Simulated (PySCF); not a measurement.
**Ionising CsRb**

B2PLYP; Cs def2-SVPD with ECP46, Rb def2-SVPD with ECP28; scalar-relativistic core potentials (PySCF 2.14). Neutral (UKS): singlet (closed shell), Re = 4.492 Å, ωe = 47.4 cm⁻¹, De = 0.38 eV, HOMO -2.89 eV, LUMO -0.74 eV.

CsRb⁺ (UKS): doublet (σ ↑), Re = 5.236 Å, ωe = 32.8 cm⁻¹, De = 0.53 eV to Cs⁺ + Rb. The energies at the minima are -44.04817 hartree for CsRb and -43.91236 for CsRb⁺.

Task: Work out the adiabatic ionisation energy, without and with harmonic zero-point energies (1 hartree = 27.2114 eV, 1 eV = 8065.5 cm⁻¹), and the change of the bond length.

Result: At B2PLYP: 0.13581 hartree = 3.696 eV between the minima; the zero-point term (32.8 − 47.4)/2 cm⁻¹ = -0.001 eV makes it 3.695 eV. Re changes by +74.4 pm against the neutral. Minus the HOMO energy is 2.89 eV, -0.81 eV from the value between the minima; self-interaction puts the Kohn–Sham level too high, less so with exact exchange. The electron leaves a σ orbital, and the longer bond of the ion fits a bonding orbital, or a change in how ionic the bond is.

CsRb⁻ (UKS): doublet (σ ↑), Re = 5.049 Å, ωe = 29.6 cm⁻¹, De = 0.42 eV to Cs + Rb⁻. The energies at the minima are -44.04817 hartree for CsRb and -44.06314 for CsRb⁻.

Task: Work out the adiabatic electron affinity, without and with harmonic zero-point energies (1 hartree = 27.2114 eV, 1 eV = 8065.5 cm⁻¹), and the change of the bond length.

Result: At B2PLYP: 0.01497 hartree = 0.407 eV between the minima; the zero-point term (47.4 − 29.6)/2 cm⁻¹ = +0.001 eV makes it 0.408 eV. Re changes by +55.7 pm against the neutral. The electron enters a σ orbital, and the ion is left as a loose complex of an ion and an atom.

Correlated steps freeze no core orbitals. Closed-shell solutions of metal pairs were not tested for spin polarisation, which can lower them a little. Weak bonds: CsRb, CsRb⁻. Basis-set superposition, not corrected here, can be much of De in a small basis, most of all at correlated wavefunction levels. Spin–orbit coupling is left out. For an ion De counts to the pair picked by the measured ionisation energies or electron affinities, which need not be the lowest pair at this level. B2PLYP dipoles, levels and charges come from its SCF part alone. States were picked by a PBE0 search and need not be the measured ground states.
